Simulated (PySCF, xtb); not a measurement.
C4H13NSi, SMILES C[SiH2]CN(C)C. The values are those of a single conformer.

Harmonic wavenumbers (cm⁻¹) from GFN2-xTB in xtb at its own minimum, in rising order: 55, 78, 121, 136, 208, 232, 241, 361, 371, 440, 459, 579, 682, 734, 758, 775, 805, 833, 844, 896, 1038, 1063, 1078, 1126, 1171, 1255, 1266, 1322, 1373, 1413, 1425, 1475, 1488, 1488, 1490, 1494, 1496, 1502, 2179, 2241, 2772, 2826, 2837, 2950, 3003, 3010, 3011, 3024, 3035, 3038, 3052.

Question: What does PBE-D3(BJ)/def2-SVP in PySCF give at its own minimum? (An estimate is asked for; the answer gives what the named calculation found.)

Answer: 33, 91, 124, 160, 226, 258, 264, 322, 356, 432, 460, 565, 630, 693, 748, 838, 848, 856, 870, 919, 1037, 1053, 1077, 1117, 1152, 1216, 1223, 1265, 1284, 1375, 1382, 1387, 1388, 1398, 1401, 1419, 1427, 1436, 2143, 2155, 2779, 2819, 2833, 2976, 2977, 2994, 2998, 3050, 3053, 3075, 3080. Paired by order, the mean absolute difference is 34 cm⁻¹ and the zero-point energies are 100.9 and 99.6 kcal/mol.
